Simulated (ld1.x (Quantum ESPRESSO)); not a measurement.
## Cu (Z = 29): excitation energies, all-electron against RRKJ

Cu, norm-conserving RRKJ (Kleinman–Bylander form), made with ld1.x (Quantum ESPRESSO) 7.5 (LDA (PZ), fully relativistic). Core [Ne], reference 3s2 3p6 3d8 4s0 4p0 (charge +3). Waves: 3s (bound): rc 0.82 bohr; 3d (bound): rc 1.54 bohr; 3p (bound): rc 0.76 bohr. Local part: the p channel. Core correction: none. rho0 = 0.001.

Open shells are filled in proportion to 2j + 1 (rel_dist='average').

Energies are relative to the spin-unpolarised reference configuration 3s2 3p6 3d8 4s0 4p0; without spin polarisation the order of configurations can differ from experiment. The p channel is local and has no spin–orbit splitting in the pseudo-atom.

```csv
valence configuration,charge,ΔE all-electron (eV),error AE − PS (meV)
3s2 3p6 3d10 4s1 4p0,0,-69.486,+71
3s2 3p6 3d10 4s0 4p0,+1,-61.051,+125
3s2 3p6 3d9 4s0 4p0,+2,-39.364,+78
3s2 3p6 3d9 4s1 4p1,0,-62.552,+53
3s2 3p6 3d9 4s1 4p0,+1,-57.584,+66
```

What are ΔE and the potential's error for 3s2 3p6 3d9 4s2 4p0?

ΔE = -67.482 eV all-electron; the error (AE − PS) is +60 meV.

What are ΔE and the potential's error for 3s1 3p6 3d10 4s1 4p0?

ΔE = 52.239 eV all-electron; the error (AE − PS) is -9.9 meV.

Levels in the configuration 3s1 3p6 3d10 4s1 4p0:

```json
{"level": "3s j=1/2", "all-electron (eV)": "-130.145", "pseudo (eV)": "-130.758"}
{"level": "3p j=1/2", "all-electron (eV)": "-89.657", "pseudo (eV)": "-88.453"}
{"level": "3p j=3/2", "all-electron (eV)": "-87.023", "pseudo (eV)": "-88.453"}
{"level": "3d j=3/2", "all-electron (eV)": "-20.336", "pseudo (eV)": "-20.544"}
{"level": "3d j=5/2", "all-electron (eV)": "-20.032", "pseudo (eV)": "-20.233"}
{"level": "4s j=1/2", "all-electron (eV)": "-14.022", "pseudo (eV)": "-13.995"}
```

A Bessel basis up to 400 Ry misses an occupied level by 4.29 Ry, so cutoffs and ghosts were not judged. The potential misses its own reference levels by up to 1.8 eV, so it is not fit for use.
